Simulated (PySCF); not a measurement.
Basis and Hamiltonian dependence of the excitation energy of As⁺

As⁺ [Ar] 3d10 4s2 4p2 (3P) → As⁺ [Ar] 3d10 4s1 4p2 4d1 (high-spin determinant). Calculated with PySCF 2.14 from differences of total energies of unrestricted determinants, without spin-orbit coupling. Values in eV.

| basis | Hamiltonian | functions | UHF | PBE | PBE0 | MP2 (valence) | CCSD(T) (valence) | CCSD(T) (valence and next inner shell) |
| --- | --- | --- | --- | --- | --- | --- | --- | --- |
| aug-cc-pVDZ-PP with ECP10MDF | ECP | 32 | 17.429 | 18.906 | 18.774 | 18.281 | 18.108 | n/a |
| aug-cc-pVDZ-DK | spin-free X2C | 36 | 17.584 | 19.080 | 18.940 | 18.430 | 18.238 | n/a |
| aug-cc-pwCVDZ-PP with ECP10MDF | ECP | 48 | 17.367 | 18.798 | 18.675 | 18.294 | 18.110 | 18.648 |
| def2-TZVPPD | non-relativistic | 54 | 16.629 | 18.170 | 18.031 | 17.643 | 17.477 | 17.755 |
| aug-cc-pVTZ-PP with ECP10MDF | ECP | 55 | 17.143 | 18.689 | 18.552 | 18.102 | 17.934 | n/a |
| x2c-TZVPPall with one added diffuse shell each of s, p, d type | spin-free X2C | 57 | 17.191 | 18.810 | 18.654 | 18.178 | 18.019 | 18.310 |
| aug-cc-pVTZ-DK | spin-free X2C | 59 | 17.181 | 18.790 | 18.635 | 18.128 | 17.956 | n/a |
| dyall-av2z | non-relativistic | 92 | 16.833 | 18.301 | 18.164 | 17.753 | 17.570 | n/a |

Frozen in the all-electron rows: valence: [Ar] 3d10; valence and next inner shell: [Ne]; with a core potential, the same shells as far as they lie outside it.

At UHF, aug-cc-pVDZ-DK lies more than 0.3 eV from the median of the rows with comparable relativity.

One determinant mixes LS terms of the configuration, so the numbers do not refer to single terms. Non-relativistic rows lack the scalar-relativistic shift.
